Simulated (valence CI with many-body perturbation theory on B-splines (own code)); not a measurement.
The numbers below are computed, except where a source is named.
From CI to CI+MBPT in Ge25+

Method: valence CI with perturbative core correlation (CI+MBPT): five valence electrons over a frozen Dirac-Fock core [He], a basis of 9 s, 9 p, 8 d, 6 f, 3 g, 1 h functions for each j, with the one-electron correlation potential Σ1, the two-electron term Σ2, the three-electron term Σ3, Breit, model QED; selected CI, second order for the rest (own B-spline code, finite nucleus).

No measured spectrum was set against this ion. As an estimate, levels of excited configurations hold to 0.05 to 0.15 % of their energy, terms of the ground configuration to about 0.5 %. Among the levels kept, up to 1700 cm⁻¹ of a level comes from second order outside the variational space, and about a tenth of that is noise between levels of different J, which matters for small intervals.

Each rung adds one term. CI alone is the Dirac-Coulomb CI over the frozen core; QED comes last and gives the full result, which names the levels. Energies are above (2s^2 2p1/2^2 2p3/2) J=3/2 on the same rung, in × 10³ cm⁻¹.

Levels are named by their leading jj configuration (3d3/2^4 stands for four electrons in 3d with j = 3/2), which in mixed levels can hold well under half, so a name can repeat and another be missing. Letters in brackets count levels of one name in rising energy.

```
                             Level  CI alone     Σ1     Σ2     Σ3   Breit     QED    Full
        (2s^2 2p1/2 2p3/2^2) J=3/2    236.09  +0.16  +0.05  -0.14   -2.82   +0.44  233.78
        (2s^2 2p1/2 2p3/2^2) J=5/2    322.63  +0.20  +0.20  -0.26   -9.65   +0.55  313.67
        (2s^2 2p1/2 2p3/2^2) J=1/2    429.03  +0.18  +0.74  -0.42   -3.26   +0.41  426.68
              (2s^2 2p3/2^3) J=3/2    639.19  +0.38  +0.54  -0.35  -10.91   +1.02  629.88
        (2s 2p1/2^2 2p3/2^2) J=5/2    1092.3  -1.24  -1.07  -0.35   -1.19   -6.78  1081.7
      (2s 2p1/2 2p3/2^3) J=3/2 [a]    1259.9  -1.13  -1.10  -0.43   -1.88   -6.45  1249.0
        (2s 2p1/2^2 2p3/2^2) J=1/2    1281.6  -1.15  -0.91  -0.48   +0.01   -6.52  1272.6
      (2s 2p1/2 2p3/2^3) J=3/2 [b]    1516.8  -1.13  -1.68  -0.99   -1.43   -6.55  1505.0
          (2s 2p1/2 2p3/2^3) J=5/2    1587.0  -1.06  -1.38  -0.90   -7.48   -6.31  1569.9
          (2s 2p1/2 2p3/2^3) J=1/2    1728.6  -1.08  -1.82  -1.28   -0.38   -6.45  1717.6
      (2s 2p1/2 2p3/2^3) J=3/2 [c]    1806.1  -1.08  -3.06  -1.61   -5.26   -6.46  1788.6
                (2s 2p3/2^4) J=1/2    2057.9  -0.87  -2.34  -1.51   -7.96   -5.86  2039.4
           (2p1/2^2 2p3/2^3) J=3/2    2763.8  -2.43  -4.26  -1.85   +2.65  -13.48  2744.4
             (2p1/2 2p3/2^4) J=1/2    3042.8  -2.22  -4.10  -1.83   -3.95  -12.90  3017.8
           (2s^2 2p1/2^2 3s) J=1/2     11615  +2.03  +0.55  -0.90   -4.62   +1.71   11614
   (2s^2 2p1/2 2p3/2 3s) J=3/2 [a]     11828  +2.23  +0.36  -0.83  -11.26   +2.33   11821
       (2s^2 2p1/2 2p3/2 3s) J=1/2     11863  +2.23  +0.16  -0.83  -11.12   +2.34   11855
        (2s^2 2p1/2^2 3p1/2) J=1/2     11880  +1.75  +0.35  -0.91   -2.35   -0.31   11878
       (2s^2 2p1/2 2p3/2 3s) J=5/2     11902  +2.25  +0.51  -0.95  -16.62   +2.37   11890
   (2s^2 2p1/2 2p3/2 3s) J=3/2 [b]     11932  +2.25  +0.33  -0.97  -15.69   +2.37   11920
        (2s^2 2p1/2^2 3p3/2) J=3/2     11987  +1.80  +0.26  -0.90   -4.98   -0.12   11983
    (2s^2 2p1/2 2p3/2 3p1/2) J=1/2     12090  +1.96  +0.14  -0.84   -8.81   +0.33   12083
(2s^2 2p1/2 2p3/2 3p1/2) J=3/2 [a]     12124  +1.96  +0.14  -0.87  -10.40   +0.31   12115
    (2s^2 2p1/2 2p3/2 3p1/2) J=5/2     12172  +1.99  +0.07  -0.91  -13.88   +0.40   12160
           (2s^2 2p3/2^2 3s) J=5/2     12182  +2.44  +0.57  -1.02  -20.51   +2.87   12166
(2s^2 2p1/2 2p3/2 3p3/2) J=5/2 [a]     12186  +1.98  +0.33  -0.90  -12.25   +0.40   12175
(2s^2 2p1/2 2p3/2 3p3/2) J=1/2 [a]     12198  +2.01  +0.13  -0.86  -12.26   +0.50   12188
           (2s^2 2p3/2^2 3s) J=3/2     12204  +2.45  +0.39  -1.00  -20.49   +2.91   12188
(2s^2 2p1/2 2p3/2 3p3/2) J=3/2 [a]     12221  +1.99  +0.11  -0.88  -12.30   +0.43   12210
    (2s^2 2p1/2 2p3/2 3p3/2) J=7/2     12256  +2.03  +0.28  -0.94  -17.34   +0.54   12240
(2s^2 2p1/2 2p3/2 3p1/2) J=3/2 [b]     12262  +1.94  +0.04  -0.92  -13.30   +0.19   12250
```

The middle columns are the shifts that each term adds.

Task: How does the ionisation energy move along the ladder, and which term matters most?

Result: CI alone 2574.9, + Σ1 2575.2, + Σ2 2575.3, + Σ3 2575.1, + Breit 2574.3, + QED 2574.3 eV. The largest step is Breit, -0.8 eV. NIST lists 2575 ± 19 eV (semi-empirical).
